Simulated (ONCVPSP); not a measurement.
# Hf (Z = 72): excitation energies, all-electron against ONCV

ONCVPSP 4.0.1 input, shortened (lines: element, Z, core and valence counts, functional; n l f; lmax; l rc ep ncon nbas qcut; lloc lpopt rc5 dvloc0; l nproj debl; icmod fcfact rcfact), PW91, non-relativistic:

```
  Hf 72.00   10    4  -109134      upf
    1    0    2.00
    2    0    2.00
    2    1    6.00
    3    0    2.00
    3    1    6.00
    3    2   10.00
    4    0    2.00
    4    1    6.00
    4    2   10.00
    4    3   14.00
    5    0    2.00
    5    1    6.00
    5    2    2.00
    6    0    2.00
    2
    0    2.40    0.00    5    9    5.70
    1    2.05    0.00    4    8    5.80
    2    2.10    0.00    4    8    5.10
    4    5    1.60    0.00
    0    2    2.70
    1    2    3.50
    2    2    2.20
    3    1.75    1.05
```

Energies are relative to the spin-unpolarised reference configuration 5s2 5p6 5d2 6s2; without spin polarisation the order of configurations can differ from experiment.

| valence configuration | charge | ΔE all-electron (eV) | error AE − PS (meV) |
| --- | --- | --- | --- |
| 5s2 5p6 5d2 6s0 | +2 | 19.944 | +7.3 |
| 5s2 5p6 5d1 6s0 | +3 | 42.506 | +9.4 |
| 5s2 5p6 5d3 6s1 | 0 | 1.017 | -1.8 |

Task: What are ΔE and the potential's error for 5s2 5p6 5d2 6s1?

Result: ΔE = 7.110 eV all-electron; the error (AE − PS) is +0.3 meV.

Levels in the configuration 5s2 5p6 5d2 6s0:

```json
{"level": "5s", "all-electron (eV)": "-70.069", "pseudo (eV)": "-70.141"}
{"level": "5p", "all-electron (eV)": "-48.158", "pseudo (eV)": "-48.191"}
{"level": "5d", "all-electron (eV)": "-17.336", "pseudo (eV)": "-17.329"}
```
